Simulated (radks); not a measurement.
Values are calculated unless marked as measured or tabulated.
Fractional charge and spin in the 6s shell of tungsten: the spin-up occupation runs from 0 to 1 and the spin-down occupation from 0 to 1; the fullest corner is W, [Xe] 4f14 5d(up 2, down 2) 6s(up 1, down 1). Code: a radial shooting solver on a logarithmic mesh with Libxc functionals. Model: scalar-relativistic Kohn-Sham, PBEsol, spin-polarised, spherical densities, finite nucleus; Fermi nuclear charge, rms radius of each element as measured or else 0.836 A^(1/3) + 0.57 fm. Energy (eV) above the fullest corner. The planes named below are the two flat planes that join the four corners, with an edge along up + down = one added electron.

down \ up,0,0.5,1
0,24.613,15.825,8.696
0.5,15.825,8.922,3.602
1,8.696,3.602,0.000

Corners above the fullest one (they belong to W+ and the next ion): (up 1, down 0) 8.696 eV, (up 0, down 1) 8.696 eV, (up 0, down 0) 24.613 eV. With half an added electron in each spin the energy lies 0.226 eV from the planes, and with half an added electron in spin up alone -0.830 eV. The planes are only a guide here: the flat-plane condition holds for ground states with one frontier orbital, while this shell lies below other occupied shells, so the corners above the fullest one are inner-hole states and not the ground states of those ions.
